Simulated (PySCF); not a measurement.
**HI: one state, many levels of theory**

State: ¹Σ⁺ (singlet), closed shell. Set-up: H def2-SVPD, I def2-SVPD with ECP28; scalar-relativistic core potentials (PySCF 2.14). De refers to H + I in their high-spin ground configurations, without counterpoise correction. A positive dipole means H(−)I(+).

```csv
Level,Re (Å),ωe (cm⁻¹),De (eV),μ (D),"CPU s a point (SCF and correlation, without the integrals)"
RHF,1.602,2458,2.27,-0.55,0.038
RHF-MP2,1.607,2395,3.18,n/a,0.062
RHF-SCS-MP2,1.610,2377,3.20,n/a,n/a
RHF-CCSD,1.613,2340,3.24,n/a,n/a
RHF-CCSD(T),1.615,2326,3.28,n/a,0.86
PBE,1.632,2253,3.42,-0.42,0.41
TPSS,1.625,2289,3.51,-0.41,0.65
r²SCAN,1.619,2321,3.40,-0.49,0.61
B3LYP,1.624,2293,3.37,-0.43,0.46
PBE0,1.617,2342,3.35,-0.48,0.71
M06,1.626,2312,3.40,-0.40,0.63
```

(1) What are the measured Re and ωe, and which levels come closest?

| Level | error in Re (pm) | error in ωe (%) |
| --- | --- | --- |
| RHF | -0.7 | 6.5 |
| RHF-MP2 | -0.3 | 3.7 |
| RHF-SCS-MP2 | 0.0 | 2.9 |
| RHF-CCSD | 0.4 | 1.3 |
| RHF-CCSD(T) | 0.6 | 0.7 |
| PBE | 2.3 | -2.4 |
| TPSS | 1.6 | -0.9 |
| r²SCAN | 1.0 | 0.5 |
| B3LYP | 1.5 | -0.7 |
| PBE0 | 0.8 | 1.4 |
| M06 | 1.7 | 0.1 |

Correlated steps freeze 4 core orbitals. Correlated levels converge slowly with the basis: in double zeta they bind strong bonds too weakly, by up to about 1 eV, and carry superposition errors of some tenths. Spin–orbit coupling is left out, which matters for elements this heavy, above all for dissociation energies. Where the molecule has an RHF reference, its open-shell atoms are computed with UHF.

The whole job (state search and all levels along the bond) took about 1 min on 1 thread of Arm Neoverse V1 (shared host), peak memory 0.47 GiB.

Answers

(1) Re = 1.60916 Å and ωe = 2309.014 cm⁻¹ (Huber and Herzberg, Constants of Diatomic Molecules (1979)). Closest are RHF-SCS-MP2 for the length (off by 0.000 Å) and M06 for the frequency (off by 0.1 %).
